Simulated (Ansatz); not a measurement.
Ideal-gas functions of CH4AlNS, SMILES `[NH2][AlH][CH]=S` at 298.15 K and 1 bar, from an Ansatz frequency run at PBE0-D4/def2-TZVP.

Molar mass 89.1 g/mol, point group Cs (symmetry number 1), electronic degeneracy 1, moments of inertia 52.723, 198.43, 251.154 u Å². Harmonic wavenumbers (cm⁻¹, unscaled): 68, 121, 247, 380, 432, 523, 546, 609, 690, 734, 851, 1090, 1219, 1553, 1940, 3056, 3604, 3703.

Use S(trans) = R[1.5 ln M + 2.5 ln T − 1.1517]; rotational temperatures θ = 24.2544 K / I; S(rot) = R[ln(√π/σ · √(T³/θAθBθC)) + 1.5]; for each mode x = 1.438777 ν̃/T, S = R[x/(eˣ − 1) − ln(1 − e⁻ˣ)] and H = RT x/(eˣ − 1); 1 cm⁻¹ = 0.0119627 kJ/mol; R = 8.31446 J/(mol·K).

**Question.** By hand: the entropy, in J/(mol·K).

**Answer.** Translation 164.9. Rotation: θ = 0.46, 0.1222, 0.0966 K, giving 110.0. Vibration, mode by mode: 17.62, 12.90, 7.33, 4.35, 3.57, 2.52, 2.31, 1.82, 1.33, 1.12, 0.71, 0.27, 0.16, 0.04, 0.01, 0.00, 0.00, 0.00, in all 56.1. Electronic 0.0. Sum 331.0 J/(mol·K).

**Question.** By hand: H − E and G − E in kJ/mol, counted from the electronic energy.

**Answer.** Zero-point energy ½ × 21366 × 0.0119627 = 127.8; thermal vibration 9.1; translation, rotation and pV give 4 RT = 9.9. H − E = 146.8 kJ/mol, and G − E = 146.8 − 298.15 × 331.0/1000 = 48.1 kJ/mol.

Vibration gives 17 % of the entropy, 30.5 J/(mol·K) of it from the modes under 150 cm⁻¹: soft modes count most, and the harmonic formula is weakest for them. The sum counts one conformer and one mirror image; others add a mixing term.
